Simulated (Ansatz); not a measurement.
Mulliken charges of `[CH3][GeH]([OH])[SeH]` from PBE/def2-TZVPP in Ansatz (PBE0-D4/def2-TZVP geometry).

```json
{"atom": "C1", "x (Å)": "-1.358", "y (Å)": "0.453", "z (Å)": "-0.221", "charge (e)": "-0.341"}
{"atom": "Ge2", "x (Å)": "0.203", "y (Å)": "-0.603", "z (Å)": "0.217", "charge (e)": "0.462"}
{"atom": "O3", "x (Å)": "0.880", "y (Å)": "0.190", "z (Å)": "1.661", "charge (e)": "-0.391"}
{"atom": "Se4", "x (Å)": "1.815", "y (Å)": "-0.653", "z (Å)": "-1.506", "charge (e)": "-0.286"}
{"atom": "H5", "x (Å)": "-1.868", "y (Å)": "0.031", "z (Å)": "-1.088", "charge (e)": "0.118"}
{"atom": "H6", "x (Å)": "-2.038", "y (Å)": "0.464", "z (Å)": "0.632", "charge (e)": "0.120"}
{"atom": "H7", "x (Å)": "-1.054", "y (Å)": "1.475", "z (Å)": "-0.445", "charge (e)": "0.110"}
{"atom": "H8", "x (Å)": "-0.084", "y (Å)": "-2.091", "z (Å)": "0.503", "charge (e)": "-0.034"}
{"atom": "H9", "x (Å)": "1.761", "y (Å)": "-0.129", "z (Å)": "1.872", "charge (e)": "0.177"}
{"atom": "H10", "x (Å)": "1.826", "y (Å)": "0.812", "z (Å)": "-1.623", "charge (e)": "0.065"}
```

By hand: the dipole of these point charges (1 e Å = 4.8032 D).

Σ q r = (-0.454, 0.002, 0.064) e Å, of length 0.458 e Å = 2.20 D.

How does the dipole of the full density compare? (Estimate.)

Ansatz gave: (-0.138, 0.015, -0.004) e Å, 0.67 D; the point charges give 3.28 times that, at 11° from its direction.

Point charges leave out the atoms' own dipoles, such as those of lone pairs, and Mulliken's split depends on the basis, so the two needn't agree.
